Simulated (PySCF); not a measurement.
O$_{2}$S, charge +1, doublet, at a GFN2-xTB geometry (a state made from the parent by changing its charge; the spin is typed, not shown lowest). Base run: HF/3-21G in PySCF.

Input for PySCF:
```python
from pyscf import gto, scf

mol = gto.M(
    atom='''
S     0.01164702   -0.00345740    0.31572720
O    -0.03156227    1.26296905   -0.30120014
O     0.00826823   -1.25605426   -0.33025426
''',
    basis='3-21g',
    charge=1,
    spin=1,
    verbose=4,
    symmetry=True,
)

mf = scf.UHF(mol)
mf.kernel()
mf.analyze()
```

Each row names what was changed in the base input (with any setting that the change needs).

| change | ΔE vs base (mEh) | point group used | SCF cycles |
|---|---|---|---|
| base | 0.000 | C2v | 13 |
| symmetry = off | 0.000 | C1 | 13 |
| symmetry_subgroup = C2 | 0.000 | C2 | 13 |
| symmetry_subgroup = Cs | 0.000 | Cs | 13 |
| irrep_nelec = A1:(8, 7) A2:(2, 1) B1:(1, 2) B2:(5, 5) | 2017.9 | C2v | 12 |
| irrep_nelec = A1:(7, 7) A2:(2, 1) B1:(2, 2) B2:(5, 5) | 1792.0 | C2v | 15 |
| irrep_nelec = A1:(8, 7) A2:(2, 1) B1:(2, 2) B2:(4, 5) | 1799.2 | C2v | 14 |
| irrep_nelec = A1:(7, 7) A2:(1, 1) B1:(2, 2) B2:(6, 5) | 522.0 | C2v | 15 |

Open shells are given as the SCF converged; they aren't shown to be the lowest states, and a large step between rows can be another state.
